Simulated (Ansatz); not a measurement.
BrClF$_{2}$Ti, SMILES `[F][Ti]([F])([Cl])[Br]`. Total charge 0; spin multiplicity 1. Correlated methods include outer-core shells of Br, Ti, which these sets cover unevenly. Scalar relativity is left out up to krypton.

```xyz
5

F     0.7843    0.4312   -1.5654
Ti    0.1081    0.0482   -0.0163
F     1.3697    0.0421    1.1720
Cl   -1.3815    1.5334    0.5134
Br   -0.8806   -2.0548   -0.1037
```

(1) Give the diagnostics of a CCSD(T)/def2-TZVPP run (frozen core, Ansatz 0.2.0). (Best estimate.)

## Answers

(1) Computed: T1 = 0.0223, largest single amplitude 0.059, largest double 0.025, (T) share of the correlation energy 4.7 %, 13 CCSD cycles. The RHF solution is stable towards an unrestricted one. T1 lies over the customary mark of 0.02 for closed shells; compounds of d metals often pass it without a breakdown.
